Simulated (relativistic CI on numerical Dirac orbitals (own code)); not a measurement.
Ar II: what numerical and physical settings do to a radial Dirac CI calculation

Reference input:

```
atom Ar  Z=18  charge=1  electrons=17
nucleus A=40  rms_radius_fm=3.4274
hamiltonian dirac-coulomb  breit=on  qed=on  c_scale=1
orbitals kli  potential=per-configuration
slater_scale 1
correlation none
mixing on
grid step=0.0125 r_max=51.4
scf mixing=0.4 start=green max_iterations=150 tolerance=2e-08 node_fill=0.05
configurations
  [Ne] 3s2 3p5
  [Ne] 3s 3p6
end
```

Computed lowest total energy -527.91803 Ha, first excitation 1451.1 cm⁻¹, 20 SCF steps. Runs with settings changed; * marks those that are bad on purpose:

```csv
Changed,Outcome,Lowest level,ΔE (Ha),First excitation (cm⁻¹),SCF steps,Message
Slater scale 0.5,converged,3s²3p⁵ ²P°3/2,2.12e-05,1437.1,20,
"node fill of the KLI weights 0, SCF tolerance 0.0001, grid step 0.006",converged,3s²3p⁵ ²P°3/2,0.000646,1440.8,14,
SCF mixing 0.05,converged,3s²3p⁵ ²P°3/2,2.62e-10,1451.1,26,
"Slater scale 1.2, Breit term off",converged,3s²3p⁵ ²P°3/2,-0.132,1516.6,20,
Slater scale 2 *,converged,3s²3p⁵ ²P°3/2,-4.23e-05,1479.0,20,
SCF tolerance 1e-14 *,converged,3s²3p⁵ ²P°3/2,2.49e-10,1451.1,40,
```

With so few configurations and no correlation, terms lie too far apart (by 10 to 50 % near neutrality), their order can be wrong, and levels of other configurations are missing.
